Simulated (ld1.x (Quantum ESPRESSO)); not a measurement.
# Configuration tests for europium (TM semilocal)

* Element: europium (Eu)
* Generator: ld1.x (Quantum ESPRESSO) 7.5
* Type: norm-conserving Troullier–Martins (semilocal form)
* Functional: PBE
* Relativity: scalar-relativistic
* Frozen core: [Kr] 4d10
* Valence charge: 17
* Reference configuration: 4f7 5s2 5p6 5d0 6s0 6p0 (charge +2)
* Partial waves: 5s (bound): rc 1.80 bohr; 5d (bound, empty): rc 3.15 bohr; 4f (bound): rc 0.85 bohr; 5p (bound): rc 2.50 bohr
* Local potential: the p channel
* Core correction: none

Energies are relative to the spin-unpolarised reference configuration 4f7 5s2 5p6 5d0 6s0 6p0; without spin polarisation the order of configurations can differ from experiment. Not all tests gave a result: 2 of 7 tests not solved or not reliable. Left out of the table: 4f7 5s2 5p6 5d0 6s0 6p2 (pseudo-atom not self-consistent, printed error -1165 eV); 4f7 5s2 5p6 5d0 6s1 6p1 (solver errors, printed error -8.7 eV).

Q: Give the all-electron excitation energy and the error of the potential for: 4f7 5s2 5p6 5d0 6s2 6p0; 4f7 5s2 5p6 5d0 6s1 6p0; 4f6 5s2 5p6 5d0 6s0 6p0; 4f5 5s2 5p6 5d0 6s0 6p0; 4f7 5s1 5p6 5d0 6s2 6p0.

A:

```tsv
valence configuration	charge	ΔE all-electron (eV)	error AE − PS (meV)
4f7 5s2 5p6 5d0 6s2 6p0	0	-17.254	+384
4f7 5s2 5p6 5d0 6s1 6p0	+1	-11.236	+272
4f6 5s2 5p6 5d0 6s0 6p0	+3	24.402	+111
4f5 5s2 5p6 5d0 6s0 6p0	+4	67.176	+449
4f7 5s1 5p6 5d0 6s2 6p0	+1	32.962	+786
```

These tests converged, but a pseudo level misses the all-electron one widely, so the file describes the atom poorly there or has found another state: 4f7 5s2 5p6 5d0 6s1 6p0: empty 6p by 3.7 eV.

A Bessel basis up to 400 Ry misses an occupied level by 0.02 Ry, so cutoffs and ghosts were not judged.
